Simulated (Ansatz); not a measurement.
CHOS, SMILES [OH+]=C=S, charge +1.

Geometry: B3LYP-D3(BJ)/def2-TZVP. The isomer is the one that the SMILES or the coordinates give; other isomers of the formula were not compared.

Two levels are set side by side: PBE/def2-TZVPD (Ansatz, a program for electronic structure) and PBE0/def2-TZVPD (Ansatz). Energy differences of separate SCF runs at the same geometry; the states with an electron removed or added have multiplicity 2 and 2. Differences are taken from unrounded values.

```tsv
quantity	PBE0	PBE	PBE minus PBE0
vertical ionisation energy (eV)	18.72	18.65	-0.07
vertical electron affinity (eV)	6.39	6.27	-0.13
vertical singlet–triplet gap (eV)	4.30	4.46	0.16
```
